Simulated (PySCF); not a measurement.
# How the method changes the constants of BeIn

State: ²Π (doublet), unpaired electrons π ↑. Set-up: basis Be cc-pVDZ, In cc-pVDZ-PP with ECP28; scalar-relativistic core potentials; PySCF 2.14. De refers to Be + In in their high-spin ground configurations, without counterpoise correction. The functionals are run spin-unrestricted. A positive dipole means Be(−)In(+). Levels whose curve was spin-contaminated or gave no clean fit are not listed.

| Level | Re (Å) | ωe (cm⁻¹) | De (eV) | μ (D) | CPU s a point (SCF and correlation, without the integrals) |
| --- | --- | --- | --- | --- | --- |
| UHF-MP2 | 2.577 | 325 | 0.357 | n/a | 0.12 |
| UHF-SCS-MP2 | 2.612 | 286 | 0.243 | n/a | n/a |
| UHF-CCSD | 2.669 | 245 | 0.227 | n/a | n/a |
| UHF-CCSD(T) | 2.623 | 282 | 0.331 | n/a | 2.7 |
| PBE | 2.565 | 324 | 0.81 | 0.55 | 0.52 |
| TPSSh | 2.566 | 323 | 0.68 | 0.54 | 0.9 |
| B3LYP | 2.593 | 300 | 0.54 | 0.35 | 0.58 |
| PBE0 | 2.569 | 320 | 0.66 | 0.34 | 0.76 |
| r²SCAN0 | 2.555 | 331 | 0.66 | 0.08 | 2 |

(1) Which functional lies closest to UHF-CCSD(T) in De, which farthest, and by how much do they differ from it?

(2) What does the triples do here, going from UHF-CCSD to UHF-CCSD(T)?

Correlated steps freeze 4 core orbitals. Correlated levels converge slowly with the basis: in double zeta they bind strong bonds too weakly, by up to about 1 eV, and carry superposition errors of some tenths. Spin–orbit coupling is left out, which matters for elements this heavy, above all for dissociation energies. The state is the lowest determinant that a PBE0 search found; another state may lie lower at other levels.

The whole job (state search and all levels along the bond) took about 2.2 min on 1 thread of Arm Neoverse V1 (shared host), peak memory 0.45 GiB.

Results:

(1) Closest is B3LYP (-3.0 pm in Re, +6.4 % in ωe, +0.21 eV in De against UHF-CCSD(T) in the same basis), farthest PBE (-5.8 pm in Re, +14.9 % in ωe, +0.48 eV in De). CCSD(T) converges more slowly with the basis than the functionals do and binds too weakly in this one, so the order can change at the basis-set limit.

(2) UHF-CCSD(T) less UHF-CCSD: -4.6 pm in Re, +15.1 % in ωe, +0.10 eV in De. Correlation nearly always deepens the well. The bond shortens, as in weak, metallic or heavy-atom bonds, where dispersion and the correlation of outer-core electrons pull the atoms together.
